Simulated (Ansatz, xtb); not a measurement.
**Ligand exchange: BrF + Cd(CH3)2 → CH3F + Cd(CH3)Br**

Gas-phase species: BrF (bromine fluoride), singlet; Cd(CH3)2 (dimethylcadmium), singlet; CH3F (fluoromethane) `CF`, singlet; Cd(CH3)Br, singlet. The partners trade Br for CH3: F–Br and Cd–CH3 bonds give way to F–CH3 and Cd–Br.

Shapes, held fixed at every level: PBE0-D4/def2-TZVP. Programs: Ansatz 0.2.0, xtb 6.7.1. Electronic energies: no zero-point or thermal term.

```json
{"level": "GFN0-xTB", "kind": "semi-empirical", "ΔE (kJ/mol)": "-231.0", "less CCSD(T)/def2-TZVPP": "+92.8"}
{"level": "HF/def2-SVP", "kind": "Hartree–Fock", "ΔE (kJ/mol)": "-411.5", "less CCSD(T)/def2-TZVPP": "-87.7"}
{"level": "SPW92/def2-TZVPP", "kind": "LDA", "ΔE (kJ/mol)": "-306.7", "less CCSD(T)/def2-TZVPP": "+17.1"}
{"level": "PBE-D4/def2-TZVPP", "kind": "GGA", "ΔE (kJ/mol)": "-302.8", "less CCSD(T)/def2-TZVPP": "+21.0"}
{"level": "r2SCAN-D4/def2-TZVPP", "kind": "meta-GGA", "ΔE (kJ/mol)": "-327.9", "less CCSD(T)/def2-TZVPP": "-4.1"}
{"level": "B2PLYP/def2-TZVPP", "kind": "double hybrid", "ΔE (kJ/mol)": "-326.4", "less CCSD(T)/def2-TZVPP": "-2.6"}
{"level": "MP2/def2-SVP", "kind": "perturbation theory", "ΔE (kJ/mol)": "-357.6", "less CCSD(T)/def2-TZVPP": "-33.8"}
{"level": "CCSD(T)/def2-TZVPP", "kind": "coupled cluster or CI", "ΔE (kJ/mol)": "-323.8", "less CCSD(T)/def2-TZVPP": "0.0"}
```

The highest level, CCSD(T)/def2-TZVPP, gives ΔE = -323.8 kJ/mol; the levels span -411.5 to -231.0. GFN0-xTB strays far from the other rows. The column of differences is taken from that level and isn't an error. No measured value is set beside it here. For atoms past krypton def2 sets carry core potentials with scalar relativity. Relativity is left out for Br. Outer-core shells of Br, Cd are correlated, in sets that cover them unevenly.
